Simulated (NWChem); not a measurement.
# CH$_{3}$BrSi, singlet; SMILES [Si](Br)C

Program: NWChem. Low-valent species are run as closed-shell singlets; no triplet was tried in these runs. All runs use the structure optimised with PBE0/def2-SVP. Level: PBE0/def2-SVP with SMD (1 M gas to 1 M solution), gas-phase geometry. Reactions with the solvent are ignored.

Task: Predict the results for solvent water. Quantities: solvation free energy (kcal/mol); cavity-dispersion-structure term (kcal/mol); dipole in solution (D).

Result: 
* **solvation free energy (kcal/mol)**: -1.5
* **cavity-dispersion-structure term (kcal/mol)**: 0.9
* **dipole in solution (D)**: 2.53
